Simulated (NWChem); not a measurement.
GeH3F; SMILES [F][GeH3]

```xyz
5

Ge     0.0000     0.0000    -0.2775
F      0.0000     0.0000     1.4664
H     -0.4332    -1.4064    -0.7170
H      1.4345     0.3281    -0.7170
H     -1.0014     1.0783    -0.7170
```
Atoms are numbered in this order, from 1.

Structure relaxed at the PBE0/def2-SVP level.

**Question.** List the 6 lowest vertical singlet excitations from B3LYP/aug-cc-pVDZ, full TDDFT (NWChem).

**Answer.** 
| state | energy (eV) | oscillator strength | leading excitation (squared amplitude) |
|---|---|---|---|
| S1 | 7.44 | 0.001 | HOMO → LUMO (0.98) |
| S2 | 7.44 | 0.001 | HOMO−1 → LUMO (0.98) |
| S3 | 8.20 | 0.121 | HOMO → LUMO+1 (0.97) |
| S4 | 8.20 | 0.121 | HOMO−1 → LUMO+1 (0.97) |
| S5 | 9.02 | 0.000 | HOMO → LUMO+3 (0.39) |
| S6 | 9.30 | 0.022 | HOMO → LUMO+2 (0.34) |
